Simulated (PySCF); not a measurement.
**How methods differ on the ionisation energy of Sc⁺**

Sc⁺ [Ar] 3d1 4s1 (3D) → Sc²⁺ [Ar] 3d1 (2D), as a difference of total energies. Computed with PySCF 2.14 in aug-cc-pVDZ-DK, with the spin-free X2C one-electron Hamiltonian (Gaussian nucleus). Correlated levels: valence: [Ar] frozen. The calculations carry no spin-orbit coupling.

```csv
method,ionisation energy (eV)
UHF,12.232
LDA,13.284
M06-2X,12.779
MP2 (valence),12.300
SCS-MP2 (valence),12.255
```

Problem. How much does correlation contribute at MP2 (valence)?

Solution. 12.300 − (12.232) = 0.068 eV, measured against UHF.

The reference lies between the lowest fine-structure levels, while these numbers refer to the centres of the terms.

Errors of the correlated levels include the incompleteness of this basis and the frozen core.

For comparison: 12.800 eV (measured; NIST Atomic Spectra Database, ionization energies).
